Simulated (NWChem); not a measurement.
System: Si2H4O, singlet; SMILES O[Si][SiH3]

Here is an NWChem input.

```
start job
memory heap 200 mb stack 900 mb global 1100 mb
geometry units angstroms noautoz
  Si    -0.730418     0.868835    -0.061240
  O      0.782014     1.619374     0.062743
  H      1.582143     1.058360     0.073869
  Si     0.093541    -1.452406    -0.016928
  H      1.581540    -1.500972    -0.315329
  H     -0.599341    -2.414344    -0.951491
  H     -0.076966    -2.002588     1.383499
end
basis spherical
  * library 6-31+g*
end
dft
  xc bhlyp
  iterations 150
end
tddft
  cis
  nroots 8
  notriplet
end
task tddft energy
```

Parts of the log:

```
             Northwest Computational Chemistry Package (NWChem) 7.3.0
             --------------------------------------------------------

 C1  symmetry detected

                             Geometry "geometry" -> ""
                             -------------------------

 Output coordinates in angstroms (scale by  1.889725989 to convert to a.u.)

  No.       Tag          Charge          X              Y              Z
 ---- ---------------- ---------- -------------- -------------- --------------
    1 Si                  14.0000    -0.72667853     0.87171224    -0.00341656
    2 O                    8.0000     0.79183300     1.62019350     0.00202959
    3 H                    1.0000     1.58978429     1.05772186    -0.04231351
    4 Si                  14.0000     0.09505184    -1.45074141    -0.00341849
    5 H                    1.0000     1.55662138    -1.50436744    -0.41144004
    6 H                    1.0000    -0.66685896    -2.41810400    -0.87664225
    7 H                    1.0000     0.02856291    -1.99038993     1.40984983

 Effective nuclear repulsion energy (a.u.)     131.7995353923

                                 NWChem DFT Module
                                 -----------------

 Summary of "ao basis" -> "ao basis" (spherical)
 ------------------------------------------------------------------------------
       Tag                 Description            Shells   Functions and Types
 ---------------- ------------------------------  ------  ---------------------
 Si                         6-31+g*                 10       22   5s4p1d
 O                          6-31+g*                  8       18   4s3p1d
 H                          6-31+g*                  2        2   2s

            General Information
            -------------------
          SCF calculation type: DFT
          Wavefunction type:  closed shell.
          No. of atoms     :     7
          No. of electrons :    40
           Alpha electrons :    20
            Beta electrons :    20
          Charge           :     0
          Spin multiplicity:     1
          Use of symmetry is: off; symmetry adaption is: off
          Maximum number of iterations: 150
          AO basis - number of functions:    70
                     number of shells:    36
          Convergence on energy requested:  1.00D-06
          Convergence on density requested:  1.00D-05
          Convergence on gradient requested:  5.00D-04

              XC Information
              --------------
                        BHLYP Method XC Functional
                     Hartree-Fock (Exact) Exchange  0.500
                        Slater Exchange Functional  0.500 local
                    Becke 1988 Exchange Functional  0.500 non-local
              Lee-Yang-Parr Correlation Functional  1.000

[...]

                                NWChem TDDFT Module
                                -------------------

            General Information
            -------------------
           No. of orbitals :     140
            Alpha orbitals :      70
             Beta orbitals :      70
        Alpha frozen cores :       0
         Beta frozen cores :       0
     Alpha frozen virtuals :       0
      Beta frozen virtuals :       0
         Spin multiplicity :       1
    Number of AO functions :      70
        Use of symmetry is : off
      Symmetry adaption is : off
         Schwarz screening :  0.10D-07

              XC Information
              --------------
                 BHLYP Method XC Functional
              Hartree-Fock (Exact) Exchange   0.50
                 Slater Exchange Functional   0.50 local
             Becke 1988 Exchange Functional   0.50 non-local
       Lee-Yang-Parr Correlation Functional   1.00

             TDDFT Information
             -----------------
          Calculation type : Tamm-Dancoff TDDFT
         Wavefunction type : Restricted singlets
          No. of electrons :      40
           Alpha electrons :      20
            Beta electrons :      20
              No. of roots :       8
          Max subspacesize :    5600
            Max iterations :     100
               Target root :       1
           Target symmetry : none
      Symmetry restriction : off
                 Algorithm : Optimal
        Davidson threshold :  0.10D-03

    8 smallest eigenvalue differences (eV)
--------------------------------------------------------
  No. Spin  Occ  Vir  Irrep   E(Occ)    E(Vir)   E(Diff)
--------------------------------------------------------
    1    1   20   21 a        -0.267    -0.063     5.568
    2    1   20   22 a        -0.267     0.002     7.323
    3    1   20   23 a        -0.267     0.021     7.843
    4    1   20   24 a        -0.267     0.033     8.159
    5    1   20   25 a        -0.267     0.056     8.789
    6    1   20   26 a        -0.267     0.056     8.801
    7    1   19   21 a        -0.395    -0.063     9.037
    8    1   20   27 a        -0.267     0.069     9.151
--------------------------------------------------------

  Entering Davidson iterations
  Restricted singlet excited states

  Iter   NTrls   NConv    DeltaV     DeltaE      Time
  ----  ------  ------  ---------  ---------  ---------
    1      8       0     0.69E-01   0.10+100        5.2
    2     16       0     0.30E-01   0.14E-01        5.3
    3     24       0     0.17E-01   0.37E-02        5.3
    4     32       0     0.23E-01   0.33E-02        5.7
    5     40       1     0.20E-01   0.26E-02        5.2
    6     47       3     0.11E-01   0.15E-02        4.9
    7     52       5     0.30E-02   0.21E-03        4.2
    8     55       6     0.85E-03   0.11E-04        3.4
    9     57       7     0.22E-03   0.53E-06        3.0
   10     58       8     0.64E-04   0.32E-07        3.0
  ----  ------  ------  ---------  ---------  ---------
  Convergence criterion met

  Ground state a        -656.514045136851 a.u.

[...]
```

Level: BHandHLYP/6-31+G* (spherical d), TDA. Low-valent species are run as closed-shell singlets; no triplet was tried in these runs. Coordinates come from a PBE-D3(BJ)/def2-SVP optimisation.
